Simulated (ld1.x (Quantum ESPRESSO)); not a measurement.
## Scattering properties, PAW potential for Sc (Z = 21)

Sc, PAW, made with ld1.x (Quantum ESPRESSO) 7.5 (LDA (PZ), scalar-relativistic). Core [Ne] 3s2, reference 3p6 3d1 4s0 4p0 (charge +2). Waves: 4s (bound, empty): rcut 1.80, rcutus 2.20 bohr; 4s channel at -0.65 Ry: rcut 1.80, rcutus 2.20 bohr; 3p (bound): rcut 1.65, rcutus 2.10 bohr; 4p (bound, empty): rcut 1.65, rcutus 2.10 bohr; 3d (bound): rcut 1.10, rcutus 1.40 bohr; 3d channel at 1.7 Ry: rcut 1.10, rcutus 1.40 bohr. Local part: all-electron potential smoothed inside 1.25 bohr (lloc = -1). Core correction: a·sin(br)/r model core, default radius (ld1.x builds one for every PAW set, though the input has nlcc=.false.). Augmentation charge: BESSEL, radius 1.10 bohr.

The phase is arctan(r·u′/u) with u = r·R(r), unwrapped; energies in Ry, scanned from -6 to 5 Ry. A pole is an energy at which the radial function vanishes at the test radius. The pseudo phase is shifted by a multiple of π to meet the all-electron one at the reference energy, and phase errors are pseudo minus all-electron; the curves can meet again beyond the range given. Levels narrower than the energy grid can be missing from the lists of poles.

Q: For each channel, where are the poles, and over which energies does the pseudopotential scatter like the atom?

A:

| channel | radius (bohr) | reference energy (Ry) | poles, all-electron | poles, pseudo | unbroken range about the reference energy with phases within 0.05 rad | phase error 1 Ry above the reference energy (rad) |
| --- | --- | --- | --- | --- | --- | --- |
| s | 2.40 | -1.16 | -5.07, 2.71 | 2.06 | -4.4 to 2.2 | -0.019 |
| p | 2.40 | -0.85 | -3.43, 3.65 | -3.45, 2.56 | -3.6 to -0.1 | -0.121 |
| d | 2.40 | -1.33 | -0.88, 4.83 | -0.88, 4.84 | the whole range | +0.000 |

The ghost test of this file was not conclusive. Its overlap operator is not positive definite in a basis up to 400 Ry (lowest eigenvalue s -0.12, p -0.97), so the file is unfit for use: the generalised eigenproblem breaks down once the basis is large enough, and its test numbers describe a broken file.

Phases in the d channel:

| E (Ry) | all-electron | pseudo |
| --- | --- | --- |
| -6.00 | 1.381 | 1.381 |
| -5.48 | 1.370 | 1.370 |
| -4.96 | 1.356 | 1.356 |
| -4.44 | 1.339 | 1.339 |
| -3.92 | 1.317 | 1.317 |
| -3.40 | 1.285 | 1.285 |
| -2.88 | 1.236 | 1.236 |
| -2.36 | 1.142 | 1.142 |
| -1.84 | 0.841 | 0.841 |
| -1.32 | -1.012 | -1.012 |
| -0.80 | -1.609 | -1.609 |
| -0.28 | -1.775 | -1.775 |
| 0.24 | -1.915 | -1.915 |
| 0.76 | -2.135 | -2.134 |
| 1.28 | -2.671 | -2.671 |
| 1.80 | -3.716 | -3.716 |
| 2.32 | -4.258 | -4.258 |
| 2.84 | -4.464 | -4.464 |
| 3.36 | -4.568 | -4.568 |
| 3.88 | -4.633 | -4.633 |
| 4.40 | -4.680 | -4.680 |
| 4.92 | -4.718 | -4.718 |
